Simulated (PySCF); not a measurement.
Computed IR spectrum (relative IR intensity) of a molecule C4H8OSi. Coordinates come from a r2SCAN-D4/def2-SVP optimisation. The values are those of a single conformer. All values below come from r2SCAN-D4/def2-SVP (PySCF). Frequencies are harmonic and unscaled.

Lines under 2 % of the strongest are left out, and lines within 2 cm⁻¹ are merged.

```json
[
 {"ν (cm⁻¹)": "535", "relative intensity": "2.5"},
 {"ν (cm⁻¹)": "613", "relative intensity": "2.3"},
 {"ν (cm⁻¹)": "732", "relative intensity": "9.5"},
 {"ν (cm⁻¹)": "780", "relative intensity": "8.5"},
 {"ν (cm⁻¹)": "842", "relative intensity": "25"},
 {"ν (cm⁻¹)": "867", "relative intensity": "11"},
 {"ν (cm⁻¹)": "911", "relative intensity": "37"},
 {"ν (cm⁻¹)": "1025", "relative intensity": "13"},
 {"ν (cm⁻¹)": "1075", "relative intensity": "21"},
 {"ν (cm⁻¹)": "1134", "relative intensity": "39"},
 {"ν (cm⁻¹)": "1257", "relative intensity": "6.6"},
 {"ν (cm⁻¹)": "1360", "relative intensity": "10"},
 {"ν (cm⁻¹)": "1381", "relative intensity": "3.9"},
 {"ν (cm⁻¹)": "1429", "relative intensity": "2.3"},
 {"ν (cm⁻¹)": "1838", "relative intensity": "100"},
 {"ν (cm⁻¹)": "2232", "relative intensity": "37"}
]
```

Q: Identify the compound among the candidates.
A. C[Si@]1(O)C=CC1
B. C1=C[SiH2]CCO1
C. C[SiH]1CC(=O)C1
D. O=C1CC[C@@H]1[SiH3]

A: C, C[SiH]1CC(=O)C1
